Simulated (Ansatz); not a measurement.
One geometry of CHClOSeZn (`O=C[Se][Zn][Cl]`), several functionals.

```yaml
crystal:
  periodic: [false, false, false]
  atoms:
    - {symbol: O, position_ang: [-0.895795, 0.077533, 0.724505]}
    - {symbol: C, position_ang: [0.143921, -0.405801, 1.166481]}
    - {symbol: Se, position_ang: [1.657713, -0.580344, 0.084318]}
    - {symbol: Zn, position_ang: [-0.048037, 0.404892, -1.268152]}
    - {symbol: Cl, position_ang: [-1.059707, 1.248883, -2.917045]}
    - {symbol: H, position_ang: [0.201905, -0.745163, 2.209892]}
basis:
  gaussian: {orbitals: def2-TZVPP}
hamiltonian: {xc: {name: BLYP}, dispersion: d4}
output: {orbitals: {seedname: orbitals}}
```

```sh
$ ansatz run in.yaml --threads 4 --pin off --events-out ev --progress --plain --max-ram 10444MiB
```

Output, abridged:

```
Functional definition: BLYP
1570 factors; their error is unknown
mean field evaluation 1: about -129382.6789 eV, gradient 1.0e2 eV
mean field evaluation 2: about -129103.7151 eV, gradient 3.0e2 eV
mean field evaluation 4: about -129392.2890 eV, gradient 6.1e1 eV
mean field evaluation 8: about -129399.2771 eV, gradient 1.6e0 eV
mean field evaluation 16: about -129399.2313 eV, gradient 7.8e-4 eV
mean field -129399.23134973 eV, -4755.3340421533 hartree, gradient 8.1e-5 eV, S^2 0.000000; 0 other end points of the search recorded, 0 dependent functions left out
reference -129399.23168990 eV, -4755.3340546542 hartree; 48, 48 occupied and 182, 182 virtual orbitals, 1570 factors
Total energy: -129399.62757360 eV, -4755.3486031120 hartree
```

It took 2.6 s on 4 threads of an Arm Neoverse V1 on a shared host, with 0.36 GiB of host memory at the peak.

With the line `hamiltonian: {xc: {name: wB97M-V}}` and forces (abridged; 18 s):

```
Functional definition: wB97M-V
mean field evaluation 16: about -129388.8536 eV, gradient 5.5e-3 eV
mean field -129388.85357635 eV, -4754.9526660160 hartree, gradient 3.9e-5 eV, S^2 0.000000
Total energy: -129388.85362506 eV, -4754.9526678058 hartree
Atom 0 force    -0.034984     0.029287    -0.057551 eV/Å
Atom 1 force     0.094281    -0.094891     0.206664 eV/Å
Atom 2 force    -0.047464     0.046844    -0.101155 eV/Å
Atom 3 force     0.057237    -0.035702     0.054256 eV/Å
Atom 4 force    -0.010891     0.008699    -0.016552 eV/Å
Atom 5 force    -0.058179     0.045762    -0.085663 eV/Å
Dipole moment:     0.319273    -0.271532     0.537201 e Å
```

With the line `hamiltonian: {xc: {name: PBE-QIDH}}` (abridged; 8.5 s):

```
Functional definition: PBE-QIDH
mean field evaluation 16: about -129342.9449 eV, gradient 1.3e-3 eV
mean field -129342.94490321 eV, -4753.2655533959 hartree, gradient 4.0e-6 eV, S^2 0.000000
25 core orbitals not correlated: weight in the atoms' cores, before any rotation towards them, 1.000 or more for the frozen orbitals, at most 0.000 for the correlated occupied ones
second order -40.64735979 eV of doubles, -0.00000000 eV of singles
Total energy: -129356.49403529 eV, -4753.7634748161 hartree
```

The same input with `hamiltonian: {xc: {name: r2SCANh}, dispersion: d4}` (abridged; 9 s):

```
Functional definition: r2SCANh
mean field evaluation 16: about -129392.8300 eV, gradient 1.1e-3 eV
mean field -129392.82996972 eV, -4755.0987957768 hartree, gradient 1.4e-5 eV, S^2 0.000000
Total energy: -129392.87650596 eV, -4755.1005059522 hartree
```

With the line `hamiltonian: {xc: r2scan, dispersion: d4}` and forces (abridged; 7.5 s):

```
Functional definition: r2SCAN
mean field evaluation 16: about -129393.6086 eV, gradient 1.4e-3 eV
mean field -129393.60861549 eV, -4755.1274104814 hartree, gradient 5.9e-5 eV, S^2 0.000000
Total energy: -129393.65088382 eV, -4755.1289638139 hartree
Atom 0 force    -0.437999     0.208985    -0.203927 eV/Å
Atom 1 force     0.262594    -0.147571     0.194841 eV/Å
Atom 2 force     0.123490    -0.008434    -0.107384 eV/Å
Atom 3 force    -0.024551     0.004148     0.013529 eV/Å
Atom 4 force     0.052587    -0.047490     0.097451 eV/Å
Atom 5 force     0.023879    -0.009638     0.005491 eV/Å
Dipole moment:     0.320878    -0.268573     0.525804 e Å
```

With the line `hamiltonian: {xc: {name: B3LYP}, dispersion: d4}` and forces (abridged; 8 s):

```
Functional definition: B3LYP
mean field evaluation 16: about -129399.1996 eV, gradient 5.5e-3 eV
mean field -129399.19963624 eV, -4755.3328767041 hartree, gradient 2.2e-5 eV, S^2 0.000000
Total energy: -129399.50147032 eV, -4755.3439689020 hartree
Atom 0 force    -0.279284     0.103758    -0.033896 eV/Å
Atom 1 force     0.038884    -0.133396     0.392673 eV/Å
Atom 2 force     0.340066    -0.093592    -0.065906 eV/Å
Atom 3 force     0.018836     0.012484    -0.061017 eV/Å
Atom 4 force    -0.109327     0.088244    -0.168590 eV/Å
Atom 5 force    -0.009175     0.022502    -0.063265 eV/Å
Dipole moment:     0.340514    -0.274161     0.522606 e Å
```

B3LYP takes the VWN-RPA correlation (the form of Gaussian; ORCA's B3LYP/G).
